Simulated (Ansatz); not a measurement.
Basis-set extrapolation for CH$_{3}$NOSi (`O=C=N[SiH3]`) (PBE0-D4/def2-TZVP geometry, frozen core, the Gaussian-basis code of Ansatz). Multiplicity 1, RHF reference.

|  | def2-TZVPP | def2-QZVPP |
| --- | --- | --- |
| HF | -457.987748 | -458.004300 |
| MP2 correlation | -0.689454 | -0.740300 |
| CCSD(T) correlation | -0.737587 | not run |

Energies in hartree. Use E(X) = E(∞) + A·exp(−7.88·√X) for Hartree–Fock and E(X) = E(∞) + B·X^(−2.97) for correlation, with X = 3 and 4, and add CCSD(T) minus MP2 of the smaller set to the MP2 limit.

Task: What is the CCSD(T) energy at the basis-set limit?

Result: HF limit: -458.004300 + (-0.016552) × 0.13774 = -458.00658. MP2 limit: -0.740300 + (-0.050846) × 0.74074 = -0.77796. Higher-order term: -0.737587 − (-0.689454) = -0.04813. Total: -458.83267 hartree, 281.8 kJ/mol below CCSD(T)/def2-TZVPP.
